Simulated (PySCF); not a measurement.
A species of formula C4H8BFO2 has this rotational fingerprint, computed with PBE0-D3(BJ)/def2-SVP geometry optimisation, gas phase in PySCF:

| Property | Result |
| --- | --- |
| Rotational constants | A = 2907, B = 1820, C = 1277 MHz |
| Dipole components | \|μa\| = 0.78 D, \|μb\| = 0.69 D, \|μc\| = 0.06 D |
| Inertial defect | -55.72 u·Å² |
| κ | -0.33 |

Question: Which structure is it? (One computed conformer of each.)
A. `[CH3:1][C@@:2]1([CH2:3][F:4])[CH2:5][O:6][BH:7][O:8]1` with C1–C2–C3–F4 61°, C1–C2–C5–O6 134°, C2–C5–O6–B7 -12°, C5–O6–B7–O8 5°, O6–B7–O8–C2 5°
B. `[CH3:1][CH2:2][C@@H:3]1[O:4][BH:5][O:6][C@@H:7]1[F:8]` with C1–C2–C3–O4 -60°, C2–C3–O4–B5 -136°, C3–O4–B5–O6 3°, O4–B5–O6–C7 7°, B5–O6–C7–F8 106°
C. `[OH:1][B:2]([OH:3])[C@@H:4]1[CH2:5][CH2:6][C@@H:7]1[F:8]` with H–O1–B2–O3 1°, O1–B2–O3–H 178°, O1–B2–C4–C5 -63°, B2–C4–C5–C6 -97°, C4–C5–C6–C7 -20°, C5–C6–C7–F8 142°, B2–C4–C7–C6 93°
D. `[CH3:1][B:2]1[O:3][CH2:4][CH:5]([F:6])[CH2:7][O:8]1` with C1–B2–O3–C4 180°, B2–O3–C4–C5 28°, O3–C4–C5–F6 -174°, C4–C5–C7–O8 53°
E. `[OH:1][B:2]([OH:3])[C@@H:4]1[CH2:5][CH2:6][C@H:7]1[F:8]` with H–O1–B2–O3 177°, O1–B2–O3–H 1°, O1–B2–C4–C5 168°, B2–C4–C5–C6 -141°, C4–C5–C6–C7 20°, C5–C6–C7–F8 -141°, B2–C4–C7–C6 147°

Answer: C. It is OB(O)[C@@H]1CC[C@@H]1F, an asymmetric top, point group C1. The candidates at the same level (rigid rotor, commonest isotopes):

| SMILES | A (MHz) | B (MHz) | C (MHz) | μa (D) | μb (D) | μc (D) | Δ (u·Å²) | point group | rotor |
| --- | --- | --- | --- | --- | --- | --- | --- | --- | --- |
| CC[C@@H]1OBO[C@@H]1F | 3483 | 1736 | 1279 | 1.45 | 0.48 | 1.63 | -41.14 | C1 | asymmetric top |
| C[C@@]1(CF)COBO1 | 3416 | 1670 | 1529 | 0.86 | 0.59 | 0.52 | -120.16 | C1 | asymmetric top |
| OB(O)[C@@H]1CC[C@@H]1F | 2907 | 1820 | 1277 | 0.78 | 0.69 | 0.06 | -55.72 | C1 | asymmetric top |
| OB(O)[C@@H]1CC[C@H]1F | 3063 | 1532 | 1089 | 0.34 | 0.16 | 0.04 | -30.69 | C1 | asymmetric top |
| CB1OCC(F)CO1 | 4705 | 1410 | 1137 | 0.53 | 0.05 | 0.04 | -21.47 | – | asymmetric top |

`OB(O)[C@@H]1CC[C@H]1F` has B 16 % too low; `CB1OCC(F)CO1` has A 62 % too high; `CC[C@@H]1OBO[C@@H]1F` has A 20 % too high; `C[C@@]1(CF)COBO1` has C 20 % too high. No structure here is proved a minimum.
